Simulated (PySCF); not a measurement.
Species: C8H15P.
SMILES with atom numbers: `[CH2:1]=[CH:2][CH:3]1[CH2:4][CH2:5][P:6]([CH3:7])[CH2:8][CH2:9]1`

Structure used (GFN2-xTB), in Å, numbered top down from 1:
```xyz
24
C8H15P angstrom
C      3.543    0.823   -0.426
C      2.535    0.497    0.362
C      1.130    0.251   -0.099
C      0.725   -1.191    0.234
C     -0.670   -1.533   -0.278
P     -1.941   -0.521    0.628
C     -3.332   -0.663   -0.585
C     -1.251    1.118    0.081
C      0.187    1.261    0.567
H      3.419    0.939   -1.491
H      4.536    0.988   -0.043
H      2.691    0.387    1.427
H      1.079    0.388   -1.185
H      0.757   -1.330    1.318
H      1.457   -1.872   -0.211
H     -0.882   -2.591   -0.100
H     -0.740   -1.346   -1.354
H     -4.116    0.038   -0.305
H     -3.002   -0.451   -1.602
H     -3.739   -1.671   -0.538
H     -1.297    1.198   -1.010
H     -1.868    1.912    0.508
H      0.549    2.272    0.354
H      0.218    1.118    1.651
```

Probes without a nucleus sit at each ring's centroid and 1 Å off its mean plane on both sides; NICS is minus the shielding there, NICSzz its component along the normal. Level: GIAO PBE0/pcSseg-1 (PySCF, non-relativistic, gas phase) on the GFN2-xTB geometry, one conformer.

Ring bond lengths (Å), with Mayer bond orders in brackets: C3–C4 1.534 (0.99), C4–C5 1.525 (1.05), C5–P6 1.860 (0.95), P6–C8 1.861 (0.95), C8–C9 1.525 (1.05), C9–C3 1.534 (0.99).

Problem. What do the NICS probes read (ppm)?

Solution. 
```csv
ring,type,NICS(0),"NICS(1), two faces","NICS(1)zz, two faces",rms pucker (Å),"centre to ring atoms, mean (Å)"
C3–C4–C5–P6–C8–C9,6-membered ring with P; formal bonds all single,-3.3,-2.9 / -2.6,2.7 / 4.0,0.29,1.56
```

Problem. What do they say, and how far can they be read as aromaticity?

Solution. 
- C3–C4–C5–P6–C8–C9: mean NICS(1)zz 3.4 ppm, deshielded. C3, C4, C5, C8, C9 have four or more neighbours; no verdict on aromaticity is drawn.

Problem. At the second NICS(1) probe listed for ring C3–C4–C5–P6–C8–C9, 1 Å off the ring, how large is the induced field along the normal in 14.1 T applied along it?

Solution. NICSzz × B0 = 4.0 ppm × 14.1 T = 56 μT, along the applied field.

Problem. What are the shieldings of the ring atoms and their hydrogens in the same run (means over atoms taken as equivalent)?

Solution. 
| atoms | environment | σ isotropic (ppm) | principal values of the symmetric part, first atom (ppm) |
| --- | --- | --- | --- |
| C3 | allylic carbon | 135.6 | 122.1, 130.4, 154.2 |
| C4 (×2) | ring CH2 carbon | 151.7 | 145.3, 147.1, 162.6 |
| C5 (×2) | sp3 carbon bound to phosphorus | 152.6 | 136.2, 158.6, 163.1 |
| P6 | phosphine phosphorus | 395.6 | 358.1, 402.3, 426.5 |
| H13 | methine hydrogen | 30.08 | 26.9, 29.0, 34.4 |
| H14 (×2) | methylene hydrogen | 30.37 | 26.8, 29.4, 35.0 |
| H15 (×2) | methylene hydrogen | 29.78 | 24.2, 29.2, 36.0 |
| H16 (×2) | methylene hydrogen | 29.75 | 24.9, 28.1, 36.3 |
| H17 (×2) | methylene hydrogen | 30.66 | 26.8, 30.2, 35.0 |
